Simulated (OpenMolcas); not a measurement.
Computed levels of 5d⁵ in ions with 73 electrons, in cm-1 above ⁶S_5/2.

```
Program             : OpenMolcas
Method              : MS-CASPT2, IPEA 0.25 Eh, imaginary shift 0.1 Eh
Basis               : ANO-R2
Scalar Hamiltonian  : X2C, finite nucleus
Spin-orbit coupling : state interaction with AMFI integrals over the reference wave functions, term energies averaged over their components
```

Active space for each ion: 5 electrons in 10 orbitals (5d 6d); closed shells correlated by CASPT2: 5s 5p.

| Level | Os3+ | Pt5+ | Au6+ |
| --- | --- | --- | --- |
| ⁴G_7/2 | 21490 | 25760 | 27700 |
| ⁴G_11/2 | 22740 | 27600 | 29850 |
| ⁴G_9/2 | 23350 | 28800 | 31400 |
| ⁴P_1/2 | 24680 | 30600 | 33370 |
| ⁴D_7/2 | 27380 | 34690 | 38250 |
| ⁴D_1/2 | 30760 | 39920 | 44570 |
| ²I_11/2 | 32930 | 40840 | 44870 |
| ²I_13/2 | 35990 | 45240 | 49910 |
| ²H_9/2 | 41540 | 52150 | 57400 |

Estimate ⁴G_7/2, ⁴G_11/2 for Ir4+ from its neighbours Os3+ and Pt5+.

⁴G_7/2 is another term, which grows about linearly with the charge: (21490 + 25760) / 2 = 23625. The calculation gives 23790, so the estimate is off by -0.7 %.
⁴G_11/2 is another term, which grows about linearly with the charge: (22740 + 27600) / 2 = 25170. The calculation gives 25310, so the estimate is off by -0.6 %.

Mixed levels, with the weight of the term that names them: Os3+ ⁴G_7/2 (68 %), Os3+ ⁴P_1/2 (60 %), Os3+ ⁴D_7/2 (71 %), Os3+ ⁴D_1/2 (64 %), Os3+ ²H_9/2 (51 %), Ir4+ ⁴G_7/2 (64 %), Ir4+ ⁴P_1/2 (59 %), Ir4+ ⁴D_7/2 (66 %), Ir4+ ⁴D_1/2 (65 %), Ir4+ ²I_11/2 (73 %), Ir4+ ²H_9/2 (51 %), Pt5+ ⁴G_7/2 (60 %), Pt5+ ⁴P_1/2 (59 %), Pt5+ ⁴D_7/2 (61 %), Pt5+ ⁴D_1/2 (66 %), Pt5+ ²I_11/2 (71 %), Pt5+ ²H_9/2 (51 %), Au6+ ⁴G_7/2 (57 %), Au6+ ⁴G_11/2 (71 %), Au6+ ⁴P_1/2 (59 %), Au6+ ⁴D_7/2 (54 %), Au6+ ⁴D_1/2 (67 %), Au6+ ²I_11/2 (68 %), Au6+ ²H_9/2 (51 %).

CASPT2 does not keep the components of a term degenerate, so their means are used; among the terms shown or strongly mixed into the levels shown the widest spread is 950 cm-1 (5d⁵ ²I, Au6+). Active for correlation alone: 6d; no level in the range computed is led by a configuration that fills it, so any true level of that kind is missing. Only configurations of the active space appear.
